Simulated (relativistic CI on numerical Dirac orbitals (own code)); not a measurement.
These numbers are calculated, not measured: Dirac-Coulomb-Breit CI, KLI orbitals optimised for each configuration, model QED (radiative potential, 1s self-energy scaled to tabulated hydrogen-like ionisation energies), valence Slater integrals scaled by 0.85, P86 correlation energy added to each configuration (own radial code, finite nucleus).

Configurations in the expansion (outside the closed core 1s2): 2s²2p⁵, 2s2p⁶, 2s²2p⁴3s, 2s²2p⁴3p, 2s²2p⁴3d, 2s²2p⁴4s, 2s²2p⁴4p, 2s²2p⁴4d, 2s²2p⁴4f, 2s²2p⁴5s, 2s²2p⁴5p, 2s²2p⁴5d, 2s²2p⁴5f, 2s²2p⁴5g, 2s²2p³3s², 2s²2p³3s3p. Levels of other configurations are missing.

Correlation outside the listed configurations is missing or only estimated: errors of thousands of cm⁻¹ between configurations and terms are usual at this charge. Rates and lifetimes follow the computed energies and can be off by large factors. The fine structure of a lone outer electron comes out too small, for d and f at times inverted, and misplaced configurations move strength between like terms. 24 of the 27 excited levels that our extract of the measured tables holds in this range could be paired (the sources list more); they are missed by 3432 cm⁻¹ on average and 20288 at most, and levels without a partner can miss by more.

Outline of the computed level scheme of Ne II. Lowest level of each configuration: 2s²2p⁵ ²P°3/2 at 0.0000 eV; 2s²2p⁴3s ⁴P5/2 at 26.8811 eV; 2s2p⁶ ²S1/2 at 29.4259 eV; 2s²2p⁴3p ⁴P°5/2 at 30.2781 eV; 2s²2p⁴3d ⁴D7/2 at 34.1834 eV.

Some strong electric-dipole decays among the lowest 45 levels: 2s2p⁶ ²S1/2 → 2s²2p⁵ ²P°3/2 (1.2e+10 s⁻¹); 2s2p⁶ ²S1/2 → 2s²2p⁵ ²P°1/2 (5.8e+09 s⁻¹); 2s²2p⁴3s ²P3/2 → 2s²2p⁵ ²P°3/2 (3.2e+09 s⁻¹); 2s²2p⁴3s ²P1/2 → 2s²2p⁵ ²P°1/2 (2.5e+09 s⁻¹); 2s²2p⁴3d ⁴F5/2 → 2s²2p⁵ ²P°3/2 (1.4e+09 s⁻¹); 2s²2p⁴3s ²D5/2 → 2s²2p⁵ ²P°3/2 (1.4e+09 s⁻¹); 2s²2p⁴3d ²D5/2 → 2s²2p⁵ ²P°3/2 (1.4e+09 s⁻¹); 2s²2p⁴3s ²P1/2 → 2s²2p⁵ ²P°3/2 (1.3e+09 s⁻¹).

Rates of lines that live on the mixing of spin multiplicities can be off by large factors.

LS names give the leading component of a level, which can be under half, so a name can repeat, a term be missing and a line seem to break the LS rules.
